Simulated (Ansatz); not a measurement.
Name a neutral molecule of B, N, Si, Te and H with HOMO–LUMO gap (B3LYP/def2-TZVPP) between 4.75 and 5.05 eV and size of the dipole moment (B3LYP/def2-TZVPP) between 1.20 and 1.50 D (Ansatz, PBE0-D4/def2-TZVP geometry).

`B[Te][SiH2]N` (4.95 eV, 1.38 D). Other molecules can fit too; these were computed, each in one conformer that needn't be the lowest.

B3LYP here is the variant with VWN-RPA as its local correlation; programs differ in this.
